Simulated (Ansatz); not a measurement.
Single points on [Si4]4- (Si₄⁴⁻).

```yaml
crystal:
  periodic: [false, false, false]
  atoms:
    - {symbol: Si, position_ang: [1.498753, 0.003413, 0.097010]}
    - {symbol: Si, position_ang: [-0.587836, 0.421174, 1.316283]}
    - {symbol: Si, position_ang: [-0.434485, 0.958155, -1.071797]}
    - {symbol: Si, position_ang: [-0.476422, -1.382743, -0.341506]}
basis:
  gaussian: {orbitals: def2-TZVPD, initial_orbitals: start.molden}
total_charge: -4
correlation: {method: mp2}
scf: {omitted_lower_state_checks: [starts]}
output: {orbitals: {seedname: orbitals}}
```

The file start.molden holds the orbitals of an earlier run on this structure, at another level or in another basis.

```sh
$ ansatz run in.yaml --threads 4 --pin off --events-out ev --progress --plain --max-ram 3916MiB
```

Output, abridged:

```
Functional definition: HF
1066 factors; integrals over basis functions are off by at most 4.9e-4 eV
mean field evaluation 1: about -31424.1243 eV, gradient 3.3e1 eV
mean field evaluation 2: about -31424.8420 eV, gradient 1.1e0 eV
mean field evaluation 4: about -31425.7498 eV, gradient 3.5e-2 eV
mean field evaluation 8: about -31425.7509 eV, gradient 2.6e-6 eV
mean field evaluation 16: about -31425.7509 eV, gradient 2.8e-6 eV
a density is far from that of the atoms, so the factors are made again for it
1122 factors; integrals over basis functions are off by at most 8.2e-4 eV
mean field evaluation 32: about -31424.8092 eV, gradient 2.7e0 eV
mean field -31425.75080687 eV, -1154.8750410134 hartree, gradient 2.8e-6 eV, S^2 0.000000; 1 other end points of the search recorded, 0 dependent functions left out; unrestricted orbitals would lower it
20 core orbitals not correlated: weight in the atoms' cores, before any rotation towards them, 1.000 or more for the frozen orbitals, at most 0.000 for the correlated occupied ones
reference -31425.75080687 eV, -1154.8750410134 hartree; 10, 10 occupied and 142, 142 virtual orbitals, 1122 factors
second order -15.18777591 eV of doubles, -0.00000000 eV of singles
Total energy: -31440.93858278 eV, -1155.4331814834 hartree
Checks for a lower state left out: starts
```

Hardware: 4 threads of Intel Xeon on a shared host. Wall time 22 s.

As the first input, with `hamiltonian: {xc: {name: B3LYP}, dispersion: d4}` and without the key `correlation` (abridged; 9.6 s):

```
Functional definition: B3LYP
mean field -31492.39847229 eV, -1157.3242975425 hartree, gradient 1.6e-5 eV, S^2 0.000000
Total energy: -31492.99696893 eV, -1157.3462918882 hartree
Checks for a lower state left out: starts
```

As the first input, with `hamiltonian: {xc: {name: B97M-V}}` and without the key `correlation` (abridged; 19 s):

```
Functional definition: B97M-V
mean field -31483.21259198 eV, -1156.9867226674 hartree, gradient 1.9e-5 eV, S^2 0.000000
Total energy: -31483.21262672 eV, -1156.9867239442 hartree
Checks for a lower state left out: starts
```

First input, but with `hamiltonian: {xc: hse06, dispersion: d4}` and without the key `correlation` (abridged; 10 s):

```
Functional definition: HSE06
mean field -31477.33825022 eV, -1156.7708445893 hartree, gradient 3.5e-5 eV, S^2 0.000000
Total energy: -31477.62484202 eV, -1156.7813766437 hartree
Checks for a lower state left out: starts
```

As the first input, with `hamiltonian: {xc: {name: BHLYP}, dispersion: d4}` and without the key `correlation` (abridged; 9.1 s):

```
Functional definition: BHLYP
mean field -31489.31825363 eV, -1157.2111015943 hartree, gradient 1.4e-5 eV, S^2 0.000000
Total energy: -31489.94405310 eV, -1157.2340993008 hartree
Checks for a lower state left out: starts
```

First input, but with `hamiltonian: {xc: lda}` and without the key `correlation` (abridged; 4.9 s):

```
Functional definition: SPW92
mean field -31366.95070081 eV, -1152.7141769721 hartree, gradient 2.1e-5 eV, S^2 0.000000
Total energy: -31366.95072309 eV, -1152.7141777909 hartree
Checks for a lower state left out: starts
```

As the first input, with `hamiltonian: {xc: {name: BLYP}, dispersion: d4}` and without the key `correlation` (abridged; 8 s):

```
Functional definition: BLYP
mean field -31490.47032045 eV, -1157.2534392692 hartree, gradient 1.1e-5 eV, S^2 0.000000
Total energy: -31491.22359606 eV, -1157.2811216374 hartree
Checks for a lower state left out: starts
```

Geometry: r2SCAN-D4/def2-TZVPD.

B3LYP takes the VWN-RPA correlation. HSE06 is defined as in plane-wave codes, on full-range PBE exchange. Correlated methods freeze 20 core orbitals. A multiply charged anion in the gas phase is held together partly by the finite basis. At MP2/def2-TZVPD the restricted singlet (for correlated methods, its reference) is unstable: a solution with broken spin symmetry lies lower. At MP2/def2-TZVPD, B3LYP-D4/def2-TZVPD, B97M-V/def2-TZVPD, HSE06-D4/def2-TZVPD and others the highest occupied level of the charge -4 singlet lies above zero (up to 11.36 eV). The electron is either unbound and held by the finite basis, or the level is raised by self-interaction error. The restricted singlet is unstable towards broken spin symmetry at other levels; at B3LYP-D4/def2-TZVPD, B97M-V/def2-TZVPD, HSE06-D4/def2-TZVPD, BHLYP-D4/def2-TZVPD and others this wasn't settled.
